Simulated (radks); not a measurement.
Spherical quantum dot in the effective-mass picture: electrons in a hard-walled sphere of radius 3.43, all in effective atomic units (hartree* = m*/eps^2 hartree, bohr* = eps/m* bohr), one dielectric constant everywhere. Calculated with a radial shooting solver with Libxc functionals: non-relativistic Kohn-Sham, LDA (Slater exchange, Perdew-Wang correlation), spin-polarised, spherical densities. Levels are named by radial order and angular momentum (1s, 1p, 1d, 2s, ...), and open shells are averaged over m. Results are scaled to m* = 0.137 and eps = 11.3, for which hartree* = 29.2 meV and bohr* = 4.365 nm.

N = 17, configuration 1s2 1p6 1d(up 5, down 4). This is the lowest configuration that the search found. Occupied and some empty levels:

level    occupation  eigenvalue (meV)  <r> (nm)
1s up             1            198.51     9.667
1s down           1            198.94     9.656
1p up             3            205.73     10.19
1p down           3            206.19     10.19
1d up             5            217.67     10.60
1d down           4            218.13     10.60
1f up             0            233.67     10.93
1f down           0            234.14     10.93
2s up             0            239.97     6.792
2s down           0            240.19     6.791
2p up             0            262.18     7.864
2p down           0            262.46     7.860

Energy (meV): total 2029.97, kinetic 616.72, external 0, Hartree 1631.3, exchange-correlation -218.07.

Electron density:

r (nm)  n(r) (e/nm^3)
0.795       0.0001429
1.91        0.0001861
3.03        0.0002809
4.15        0.0004518
5.27        0.0007252
6.39         0.001112
7.50         0.001586
8.62         0.002056
9.74         0.002345
10.9         0.002247
12.0         0.001664
13.1        0.0008041
14.2        0.0001395
